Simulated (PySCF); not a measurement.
Rh³⁺: ionisation energy

Rh³⁺ [Kr] 4d6 [4d3/2^4 4d5/2^2, M_J = 4] → Rh⁴⁺ [Kr] 4d5 [4d3/2^4 4d5/2^1, M_J = 5/2], as a difference of total energies. Computed with PySCF 2.14 in x2c-TZVPall-2c (8s9p7d1f, 77 functions), with the two-component X2C-1e Hamiltonian. Correlated levels: [Ar] 3d10 frozen; the 6 highest virtual spinors dropped. "Screened" scales the spin-orbit matrix elements by Boettger's factors to mimic the two-electron term; Breit and QED terms are absent.

```
                    method  ionisation energy (eV)
           GHF (spin-free)                  42.655
          GMP2 (spin-free)                  43.698
 GHF (screened spin-orbit)                  42.824
GMP2 (screened spin-orbit)                  43.878
```

Question: How much does correlation contribute at GMP2 (screened spin-orbit)?

Answer: 43.878 − (42.824) = 1.054 eV, measured against GHF (screened spin-orbit).

The spin-free rows relax to the high-spin LS determinant and lack the spin-orbit shift.

Errors of the correlated levels include the incompleteness of this basis and the frozen core.

The labels give the starting determinants; with spin-orbit coupling the two ends relaxed to ⟨J²⟩ = 20.01, ⟨L²⟩ = 6.10, ⟨S²⟩ = 5.96 and ⟨J²⟩ = 8.75, ⟨L²⟩ = 0.03, ⟨S²⟩ = 8.71.

For comparison: 42 ± 1.7 eV (theoretical estimate listed by NIST; NIST Atomic Spectra Database, ionization energies).
